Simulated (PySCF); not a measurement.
Radial density of Sb³⁺ (antimony, charge +3)

UHF, [Kr] 4d10 5s2, closed-shell 1S. Calculation: PySCF 2.14, in x2c-SVPall (6s5p3d, 36 functions); scalar relativity by spin-free X2C-1e.

```
r (bohr)  4πr²ρ (e/bohr)
  0.0223           65.64
  0.0374           56.49
  0.0630           73.13
   0.106           79.82
   0.178           59.09
   0.300           65.43
   0.504           22.42
   0.848           23.84
    1.43           6.691
    2.40           1.211
    4.04         0.04369
    6.79       1.468e-05
```

Densities and radii are taken from the X2C orbitals without a picture-change correction, which distorts them close to the nucleus.
